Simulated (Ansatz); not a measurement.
```yaml
crystal:
  periodic: [false, false, false]
  atoms:
    - {symbol: Cu, position_ang: [-0.059814, -2.037468, 0.029757]}
    - {symbol: Cu, position_ang: [1.126720, 1.383795, 0.001225]}
    - {symbol: Cu, position_ang: [-1.980145, -0.479611, -0.033897]}
    - {symbol: Br, position_ang: [2.582693, 3.196366, 0.022713]}
    - {symbol: Br, position_ang: [1.943032, -0.962995, 0.038203]}
    - {symbol: Br, position_ang: [-2.271447, -2.800788, 0.013039]}
    - {symbol: Br, position_ang: [-1.341029, 1.700690, -0.071041]}
basis:
  gaussian: {orbitals: def2-TZVPD, initial_orbitals: start.molden}
total_charge: -1
hamiltonian: {xc: pbe0, dispersion: d4}
scf: {omitted_lower_state_checks: [starts]}
output: {orbitals: {seedname: orbitals}}
```

The file start.molden holds the orbitals of an earlier run on this structure, at another level or in another basis.

```sh
$ ansatz run in.yaml --threads 4 --pin off --events-out ev --progress --plain --max-ram 4787MiB
```

**Question.** Does this run fit into the memory that it is given?

**Answer.** No. It has 372 basis functions, and Ansatz plans for 5.21 GiB where 4.67 GiB are given.
